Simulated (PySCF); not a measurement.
## Trend along the halogens: MNa molecules

PBE0 with triple-zeta basis sets in PySCF, for the lowest determinant that a PBE0 search found; no spin–orbit coupling. De refers to high-spin ground-configuration atoms. A positive dipole means M(−)Na(+).

```tsv
M	basis	state (unpaired electrons)	Re (Å)	ωe (cm⁻¹)	De (eV)	μ (D)
F	x2c-TZVPPall	singlet (closed shell)	1.922	540	4.56	7.88
Cl	def2-TZVPP	singlet (closed shell)	2.358	365	4.03	8.72
Br	def2-TZVPP	singlet (closed shell)	2.507	297	3.71	8.87
I	def2-TZVPP	singlet (closed shell)	2.714	256	3.23	8.93
```

**Question.** By what factor does the well depth vary along the series?

**Answer.** At PBE0 it runs from 3.23 eV (NaI) to 4.56 eV (NaF), a factor of 1.41.

The rows differ in basis set, which adds steps of its own.

Down a group the atoms grow and get heavier, so bonds lengthen and wavenumbers fall; this series shows no clear exception.

Spin–orbit coupling is left out, which matters for elements this heavy, above all for dissociation energies.
